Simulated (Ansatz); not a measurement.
Geometry optimisation, RKS PBE/def2-SVP in Ansatz.

input.yaml

```yaml
crystal:
  periodic: [false, false, false]
  atoms:
    - { symbol: C, position_ang: [-1.2192, 1.3041, -0.2851] }
    - { symbol: Ge, position_ang: [-0.6527, -0.4438, 0.1417] }
    - { symbol: "N", position_ang: [0.9649, -0.3193, 1.0271] }
    - { symbol: Si, position_ang: [1.5714, -0.9207, -0.5532] }
    - { symbol: H, position_ang: [-2.2452, 1.2775, -0.8309] }
    - { symbol: H, position_ang: [-1.3784, 1.9561, 0.6338] }
    - { symbol: H, position_ang: [-0.503, 1.8444, -0.9586] }
    - { symbol: H, position_ang: [-1.5288, -1.4053, 0.9078] }
    - { symbol: H, position_ang: [1.0417, -1.1145, 1.7403] }
    - { symbol: H, position_ang: [2.1504, 0.116, -1.3287] }
    - { symbol: H, position_ang: [1.8643, -2.3516, -0.4736] }
basis:
  gaussian: { orbitals: def2-SVP }
hamiltonian:
  xc: pbe
relax:
  f_tol: 0.015
  max_steps: 40
```

Run as:

```bash
$ ansatz run input.yaml --threads 2 --pin off --max-ram 3072MiB --backend cpu --events-out ev --progress --plain --runs-dir out
```

Where does it end, and by what steps?

The forces met the threshold. After 10 steps the energy has fallen by 0.869 eV; H9 moved furthest, 0.85 Å.

| step | energy less start (eV) | largest force component (eV/Å) | accepted |
| --- | --- | --- | --- |
| 0 | 0.0000 | 2.480 | yes |
| 1 | -0.6063 | 0.846 | yes |
| 2 | -0.7279 | 0.515 | yes |
| 3 | -0.7904 | 0.570 | yes |
| 4 | -0.8097 | 1.183 | yes |
| 5 | -0.8434 | 1.011 | yes |
| 6 | -0.8486 | 0.821 | yes |
| 7 | -0.8595 | 0.297 | yes |
| 8 | -0.8672 | 0.071 | yes |
| 9 | -0.8686 | 0.038 | yes |
| 10 | -0.8688 | 0.012 | yes |

```xyz
11
Properties=species:S:1:pos:R:3
C -1.376 1.388 -0.200
Ge -0.616 -0.415 0.034
N 1.027 -0.443 0.973
Si 1.523 -1.118 -0.553
H -2.203 1.360 -0.936
H -1.774 1.756 0.767
H -0.592 2.081 -0.559
H -1.680 -1.406 0.603
H 1.366 -0.356 1.933
H 2.484 -0.326 -1.407
H 1.906 -2.577 -0.635
```

Run time: 19 s on 2 threads of Intel(R) Xeon(R) Platinum 8488C (Sapphire Rapids) (shared host), peak memory 0.17 GiB.
